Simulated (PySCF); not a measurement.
An element was calculated at r2SCAN (PySCF 2.14, spin-free X2C, a quadruple-zeta basis, no spin-orbit coupling), in the ground configurations that NIST lists.

```
electron affinity        : 0.802 eV
first ionisation energy  : 10.080 eV
second ionisation energy : 18.718 eV
third ionisation energy  : 28.310 eV
```

Task: Which element is it?

Result: Arsenic (As, Z = 33), in aug-cc-pVQZ-DK. NIST lists 9.789, 18.589, 28.349 ± 0.012 eV for these ionisation energies.
